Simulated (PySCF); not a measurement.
Record of a relaxation.

H7NOSi2Te.
Atom-mapped SMILES: `[NH2:1][Si@H:2]([OH:3])[Te:4][SiH3:5]` (hydrogens: H6, H7 on N1; H8 on Si2; H9 on O3; H10, H11, H12 on Si5)

Computed by this run: PySCF 2.14.0, PBE0-D3(BJ)/def2-SVP geometry optimisation, gas phase, def2 core potentials past Kr; density fitting, grid level 1; the optimiser is geomeTRIC in internal coordinates, started from a GFN2-xTB structure with every atom displaced at random (about 0.01 Å). 12 of its 17 geometries are shown. The frame can shift and turn from step to step; on so coarse a grid that alone can change the energy by a few meV, and forces under 0.02 eV/Å are noise.

Step 0: E = -26684.3908 eV, largest atomic force 2.683 eV/Å
```
atom  x, y, z in Å  |  force x, y, z in eV/Å
N1     -1.239   -1.001    0.016   -1.461   2.229  -0.312
Si2    -1.158    0.689    0.440    0.206  -0.863  -0.513
O3     -2.499    1.448   -0.115    0.062   0.409   2.017
Te4     0.925    1.615   -0.649   -0.325   0.336   0.012
Si5     2.382   -0.271   -0.033   -0.040   0.249   0.473
H6     -0.467   -1.560    0.183    1.956  -1.552   0.310
H7     -2.092   -1.467    0.269   -0.415  -0.320   0.161
H8     -1.259    1.016    1.854    0.272   0.109   0.680
H9     -2.695    1.435   -1.014   -0.503  -0.075  -2.470
H10     2.206   -0.669    1.383   -0.091  -0.018   0.297
H11     2.181   -1.466   -0.831   -0.193  -0.680  -0.556
H12     3.754    0.204   -0.217    0.531   0.176  -0.100
```

Step 1: E = -26684.5866 eV, largest atomic force 0.678 eV/Å
```
atom  x, y, z in Å  |  force x, y, z in eV/Å
N1     -1.215   -1.032   -0.112    0.444  -0.284   0.144
Si2    -1.187    0.627    0.363    0.070   0.041   0.024
O3     -2.520    1.396   -0.246   -0.200   0.076  -0.521
Te4     0.900    1.737   -0.513   -0.007  -0.050  -0.063
Si5     2.360   -0.173    0.147   -0.013  -0.051  -0.022
H6     -0.385   -1.622    0.025   -0.401   0.324  -0.168
H7     -2.048   -1.553    0.150   -0.012  -0.024  -0.003
H8     -1.221    0.901    1.828   -0.124  -0.018  -0.067
H9     -2.681    1.361   -1.207    0.222  -0.060   0.638
H10     2.135   -0.546    1.578    0.004  -0.002  -0.003
H11     2.106   -1.391   -0.691    0.002   0.067   0.040
H12     3.770    0.272   -0.043    0.016  -0.019   0.002
```

Step 3: E = -26684.6173 eV, largest atomic force 0.254 eV/Å
```
atom  x, y, z in Å  |  force x, y, z in eV/Å
N1     -1.202   -1.005   -0.135   -0.197   0.096   0.128
Si2    -1.182    0.641    0.379    0.054  -0.051  -0.036
O3     -2.524    1.415   -0.209    0.009   0.083   0.200
Te4     0.897    1.713   -0.556    0.017  -0.005   0.012
Si5     2.344   -0.186    0.167    0.004   0.024   0.045
H6     -0.364   -1.570   -0.121    0.153  -0.069  -0.104
H7     -2.010   -1.563    0.132    0.032  -0.008   0.011
H8     -1.241    0.895    1.842   -0.015  -0.014   0.019
H9     -2.647    1.345   -1.157   -0.050  -0.027  -0.245
H10     2.146   -0.485    1.619    0.002   0.001  -0.003
H11     2.038   -1.430   -0.604   -0.004  -0.026  -0.019
H12     3.761    0.207   -0.077   -0.005  -0.004  -0.008
```

Step 4: E = -26684.6324 eV, largest atomic force 0.445 eV/Å
```
atom  x, y, z in Å  |  force x, y, z in eV/Å
N1     -1.213   -0.984   -0.163   -0.361   0.160   0.206
Si2    -1.175    0.649    0.384   -0.018  -0.042  -0.101
O3     -2.522    1.448   -0.167    0.151   0.053   0.335
Te4     0.902    1.677   -0.605    0.026   0.023   0.049
Si5     2.338   -0.200    0.199   -0.009   0.022   0.045
H6     -0.377   -1.524   -0.312    0.287  -0.135  -0.144
H7     -1.984   -1.575    0.135    0.042  -0.016   0.019
H8     -1.220    0.876    1.851    0.030  -0.019   0.035
H9     -2.649    1.353   -1.110   -0.143  -0.012  -0.412
H10     2.169   -0.413    1.668   -0.002  -0.001  -0.003
H11     1.990   -1.477   -0.496    0.004  -0.042  -0.020
H12     3.757    0.146   -0.102   -0.007   0.009  -0.010
```

Step 6: E = -26684.6727 eV, largest atomic force 0.430 eV/Å
```
atom  x, y, z in Å  |  force x, y, z in eV/Å
N1     -1.239   -0.951   -0.210   -0.236  -0.039   0.358
Si2    -1.141    0.663    0.362   -0.166   0.095  -0.143
O3     -2.482    1.557   -0.079    0.333  -0.083   0.132
Te4     0.935    1.570   -0.734    0.011   0.077   0.067
Si5     2.323   -0.244    0.283   -0.027  -0.066  -0.045
H6     -0.550   -1.374   -0.809    0.187  -0.033  -0.202
H7     -1.869   -1.631    0.201    0.025  -0.004   0.006
H8     -1.115    0.812    1.839    0.057  -0.044   0.020
H9     -2.696    1.409   -1.003   -0.186   0.062  -0.223
H10     2.184   -0.259    1.769   -0.014   0.005   0.010
H11     1.922   -1.584   -0.245    0.015  -0.010   0.008
H12     3.744    0.009   -0.094    0.001   0.040   0.012
```

Step 7: E = -26684.7138 eV, largest atomic force 0.429 eV/Å
```
atom  x, y, z in Å  |  force x, y, z in eV/Å
N1     -1.195   -0.963   -0.145    0.148  -0.123  -0.250
Si2    -1.113    0.685    0.308   -0.052   0.113   0.147
O3     -2.403    1.656   -0.115   -0.004  -0.223  -0.366
Te4     0.983    1.543   -0.776   -0.028   0.050  -0.026
Si5     2.283   -0.301    0.308   -0.017   0.001  -0.064
H6     -0.806   -1.292   -1.025   -0.091   0.038   0.177
H7     -1.657   -1.692    0.383   -0.056   0.023   0.041
H8     -1.038    0.786    1.788   -0.043   0.027  -0.016
H9     -2.743    1.515   -1.012    0.142   0.108   0.336
H10     2.029   -0.319    1.780   -0.014  -0.013  -0.002
H11     1.951   -1.640   -0.263    0.012   0.011  -0.005
H12     3.723   -0.001    0.049    0.003  -0.011   0.027
```

Step 9: E = -26684.7395 eV, largest atomic force 0.228 eV/Å
```
atom  x, y, z in Å  |  force x, y, z in eV/Å
N1     -1.139   -0.965   -0.044    0.184  -0.029  -0.133
Si2    -1.121    0.708    0.331    0.017   0.012   0.052
O3     -2.404    1.613   -0.214   -0.127  -0.029  -0.115
Te4     0.980    1.630   -0.685   -0.022  -0.028  -0.018
Si5     2.250   -0.308    0.254   -0.002  -0.009   0.007
H6     -0.687   -1.342   -0.872   -0.117   0.033   0.101
H7     -1.627   -1.665    0.502   -0.004   0.010   0.009
H8     -1.139    0.882    1.806   -0.053   0.010  -0.028
H9     -2.681    1.477   -1.128    0.106   0.029   0.130
H10     1.894   -0.514    1.689    0.001  -0.001  -0.004
H11     1.991   -1.574   -0.497    0.010   0.018  -0.009
H12     3.699    0.033    0.140    0.008  -0.015   0.009
```

Step 10: E = -26684.7493 eV, largest atomic force 0.198 eV/Å
```
atom  x, y, z in Å  |  force x, y, z in eV/Å
N1     -1.036   -0.947    0.059   -0.008  -0.051   0.017
Si2    -1.120    0.741    0.345    0.050   0.072   0.004
O3     -2.387    1.591   -0.311   -0.125  -0.016   0.153
Te4     0.994    1.694   -0.610    0.015  -0.024   0.011
Si5     2.206   -0.332    0.222    0.012  -0.027   0.020
H6     -0.756   -1.340   -0.830    0.031  -0.032  -0.085
H7     -1.469   -1.632    0.667   -0.045   0.017   0.026
H8     -1.253    0.941    1.807    0.008   0.011   0.013
H9     -2.585    1.452   -1.239    0.042   0.014  -0.153
H10     1.736   -0.689    1.592    0.032   0.016   0.005
H11     2.024   -1.507   -0.684   -0.014   0.006  -0.005
H12     3.661    0.005    0.264    0.002   0.013  -0.007
```

Step 12: E = -26684.7578 eV, largest atomic force 0.108 eV/Å
```
atom  x, y, z in Å  |  force x, y, z in eV/Å
N1     -1.068   -0.957    0.035    0.028   0.007   0.104
Si2    -1.140    0.729    0.350    0.003  -0.016  -0.051
O3     -2.410    1.580   -0.302   -0.044  -0.015   0.067
Te4     0.981    1.679   -0.593    0.006   0.004   0.013
Si5     2.232   -0.324    0.238    0.002  -0.015  -0.015
H6     -0.728   -1.346   -0.835    0.002  -0.007  -0.045
H7     -1.543   -1.640    0.615   -0.017   0.004  -0.014
H8     -1.283    0.922    1.813    0.008  -0.007   0.003
H9     -2.554    1.477   -1.247    0.022   0.034  -0.072
H10     1.839   -0.643    1.641   -0.001   0.002   0.006
H11     2.004   -1.519   -0.629   -0.005  -0.001   0.007
H12     3.685    0.020    0.194   -0.003   0.010  -0.002
```

Step 13: E = -26684.7672 eV, largest atomic force 0.185 eV/Å
```
atom  x, y, z in Å  |  force x, y, z in eV/Å
N1     -1.034   -0.981    0.113    0.025   0.008  -0.060
Si2    -1.184    0.716    0.351   -0.054  -0.022   0.018
O3     -2.413    1.535   -0.420    0.050  -0.052  -0.171
Te4     0.970    1.711   -0.450    0.000   0.038  -0.012
Si5     2.235   -0.335    0.240    0.007   0.027  -0.007
H6     -0.753   -1.393   -0.771   -0.022   0.040   0.065
H7     -1.568   -1.626    0.686   -0.010  -0.025  -0.012
H8     -1.469    0.907    1.793    0.026   0.027   0.009
H9     -2.339    1.600   -1.381   -0.016   0.011   0.165
H10     1.905   -0.720    1.642   -0.013  -0.017  -0.002
H11     1.986   -1.479   -0.685    0.002  -0.016   0.017
H12     3.680    0.040    0.162    0.004  -0.018  -0.010
```

Step 15: E = -26684.7693 eV, largest atomic force 0.025 eV/Å
```
atom  x, y, z in Å  |  force x, y, z in eV/Å
N1     -1.021   -0.980    0.115   -0.001  -0.012   0.020
Si2    -1.183    0.714    0.359   -0.007   0.017  -0.005
O3     -2.419    1.516   -0.416    0.009  -0.019   0.015
Te4     0.965    1.724   -0.449    0.001  -0.011   0.001
Si5     2.224   -0.330    0.235   -0.005  -0.003   0.002
H6     -0.730   -1.377   -0.770   -0.003   0.006  -0.006
H7     -1.557   -1.637    0.672    0.001  -0.001  -0.007
H8     -1.455    0.914    1.802    0.002   0.006  -0.008
H9     -2.336    1.604   -1.371    0.000   0.008  -0.002
H10     1.898   -0.711    1.640    0.002   0.004  -0.003
H11     1.956   -1.483   -0.675    0.003   0.003  -0.004
H12     3.673    0.023    0.140    0.000   0.001  -0.002
```

Step 16: E = -26684.7693 eV, largest atomic force under 0.02 eV/Å
```
atom  x, y, z in Å  |  force x, y, z in eV/Å
N1     -1.019   -0.982    0.121   -0.001  -0.009   0.013
Si2    -1.184    0.712    0.361    0.003   0.014  -0.003
O3     -2.420    1.511   -0.417   -0.003  -0.006   0.017
Te4     0.963    1.724   -0.447   -0.001  -0.008  -0.002
Si5     2.225   -0.331    0.232   -0.002  -0.006   0.002
H6     -0.737   -1.377   -0.769    0.003   0.001  -0.009
H7     -1.559   -1.639    0.674   -0.002   0.001   0.001
H8     -1.457    0.916    1.803    0.001   0.001   0.001
H9     -2.328    1.615   -1.369    0.000   0.004  -0.013
H10     1.903   -0.712    1.637    0.002   0.003  -0.001
H11     1.955   -1.483   -0.678    0.000   0.003  -0.005
H12     3.673    0.023    0.133    0.000   0.002  -0.001
```

Task: Summarise the path.

Result: The energy falls by 8.73 kcal/mol from step 0 to step 16; nine tenths of that is first reached at step 9. It falls at every step. The largest force goes from 2.683 to under 0.02 eV/Å. Among the bonds N1–H6 changes most, from 0.968 to 1.013 Å; the atoms move by 0.409 Å rms after alignment.

Task: Follow the three bonds and two angles with the largest change from start to end.

Result: 
| step | E above end (kcal/mol) | largest force (eV/Å) | N1–H6 (Å) | Te4–Si5 (Å) | Si5–H11 (Å) | N1–Si2–H8 (°) | N1–Si2–O3 (°) |
| --- | --- | --- | --- | --- | --- | --- | --- |
| 0 | 8.73 | 2.683 | 0.968 | 2.462 | 1.450 | 116.8 | 109.2 |
| 1 | 4.21 | 0.678 | 1.027 | 2.493 | 1.500 | 116.6 | 109.4 |
| 2 | 3.77 | 0.165 | 1.017 | 2.494 | 1.496 | 116.9 | 109.4 |
| 3 | 3.51 | 0.254 | 1.011 | 2.495 | 1.495 | 117.1 | 109.3 |
| 4 | 3.16 | 0.445 | 1.006 | 2.496 | 1.495 | 117.3 | 109.4 |
| 5 | 2.71 | 0.592 | 1.003 | 2.499 | 1.495 | 116.7 | 110.4 |
| 6 | 2.23 | 0.430 | 1.006 | 2.500 | 1.495 | 115.3 | 111.7 |
| 7 | 1.28 | 0.429 | 1.017 | 2.503 | 1.493 | 109.3 | 117.1 |
| 8 | 1.05 | 0.390 | 1.019 | 2.500 | 1.494 | 109.6 | 116.5 |
| 9 | 0.69 | 0.228 | 1.016 | 2.501 | 1.494 | 109.3 | 116.9 |
| 10 | 0.46 | 0.198 | 1.011 | 2.504 | 1.494 | 107.5 | 118.4 |
| 11 | 0.35 | 0.165 | 1.010 | 2.505 | 1.494 | 108.6 | 117.3 |
| 12 | 0.27 | 0.108 | 1.012 | 2.504 | 1.494 | 108.3 | 117.5 |
| 13 | 0.05 | 0.185 | 1.015 | 2.503 | 1.493 | 106.1 | 119.0 |
| 14 | 0.02 | 0.078 | 1.014 | 2.504 | 1.493 | 106.6 | 118.7 |
| 15 | 0.00 | 0.025 | 1.013 | 2.505 | 1.493 | 106.7 | 118.6 |
| 16 | 0.00 | under 0.02 | 1.013 | 2.505 | 1.493 | 106.8 | 118.6 |

The cost below is that of the whole optimisation. Time: 2.4 min; peak memory 0.54 GiB. Hardware: one thread, Arm Neoverse V1 (aarch64), shared host.
